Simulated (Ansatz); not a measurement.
Li₂I₃⁻. Charge -1, multiplicity 1. Geometry r2SCAN-D4/def2-SVPD; atoms count from 1.

Cartesian coordinates in Å:
```
Li 0.370 -0.317 -2.487
Li -0.399 0.371 2.475
I 0.622 -0.429 -4.985
I 0.307 -0.570 0.127
I -0.900 0.945 4.870
```

In the def2 sets I takes a core potential; there is no spin–orbit coupling. The structure comes from a short search, and lower isomers may exist.

Estimate the Mulliken populations from the PBE0/def2-TZVPD orbitals of Ansatz.


```json
{"atom": "Li1", "charge (e)": "0.66"}
{"atom": "Li2", "charge (e)": "0.66"}
{"atom": "I3", "charge (e)": "-0.80"}
{"atom": "I4", "charge (e)": "-0.72"}
{"atom": "I5", "charge (e)": "-0.80"}
```
Mulliken values depend strongly on the basis. With diffuse functions, as here, like atoms can get unlike values, and bond orders can come out too low or too high.

And the Mayer bond orders between heavy atoms (over 0.3)?

Li1–I3 0.35 (2.51 Å); Li2–I5 0.35 (2.51 Å).
